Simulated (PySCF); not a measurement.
Write Cartesian coordinates for `N#CC1=CCN([O])C1` [radical] as optimised with PBE0-D3(BJ)/def2-SVP. (Doublet state.)

```
atom  x, y, z in Å
N1     3.3249    0.8364    0.8680
C2     2.2243    0.6035    0.5868
C3     0.8799    0.2940    0.2395
C4    -0.1290    1.1781    0.1407
C5    -1.3991    0.5035   -0.2436
N6    -0.9928   -0.8922   -0.3555
O7    -1.7738   -1.8128   -0.6765
C8     0.4197   -1.1044   -0.0673
H9    -0.0393    2.2505    0.3164
H10   -1.8106    0.8686   -1.2037
H11   -2.1978    0.6192    0.5136
H12    0.9363   -1.5468   -0.9381
H13    0.5485   -1.7968    0.7843
```

Any rigid rotation of these coordinates is as good. Atoms count from 1 in this order. C3 (carbon bonded to 3 C) is planar (angles 125.7°, 122.8° and 111.5°, sum 360.0°, 0.00 Å off the plane of its three neighbours). The 5-membered ring C3–C4–C5–N6–C8 has internal angles of 101.6° to 113.2°; it is planar, 0.00 Å rms from its mean plane, widest ring torsion 0°. C4 (carbon bonded to 2 C and H) is planar (angles 125.0°, 123.9° and 111.2°, sum 360.0°, 0.00 Å off the plane of its three neighbours). The C–C distances run from 1.345 Å (C3=C4, drawn double) to 1.504 Å (C3–C8, drawn single), a spread of 0.159 Å.

Bonds between heavy atoms (Å): N1≡C2 1.160, C2–C3 1.423, C3=C4 1.345, C4–C5 1.489, C5–N6 1.458, N6–O7 1.249, N6–C8 1.457, C3–C8 1.504.

Theory: PBE0-D3(BJ)/def2-SVP geometry optimisation, gas phase (PySCF 2.14.0).

Point group: Cs (every atom within 0.08 Å of its image). Stationary, but not proved a minimum. ⟨S²⟩ = 0.754 (exact for a doublet: 0.75).

Time: 79 s. Hardware: an x86-64 server with one thread (shared host). These figures are those of the optimisation.
